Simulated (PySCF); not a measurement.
Cartesian coordinates (Å):
SMILES: [CH](C=C)C
```xyz
11

C      1.9989     0.5399     0.0986
C      0.6615     0.5059    -0.2180
C     -0.2416    -0.4192     0.2582
C     -1.6853    -0.4421    -0.0929
H      2.4315    -0.1917     0.7688
H      2.6561     1.2935    -0.3096
H      0.2825     1.2659    -0.8966
H      0.1195    -1.1858     0.9369
H     -2.3138    -0.3397     0.7967
H     -1.9421     0.3632    -0.7812
H     -1.9671    -1.3899    -0.5610
```
Charge 0, spin multiplicity 2.

Q: Give the total energy, dipole moment and highest occupied spin orbital at the level PySCF with CAM-B3LYP-D3(BJ)/def2-TZVP.

A: 
The total energy is -156.5444 Ha and the dipole moment is 0.114 e·Å. The highest occupied spin orbital is -6.65 eV.
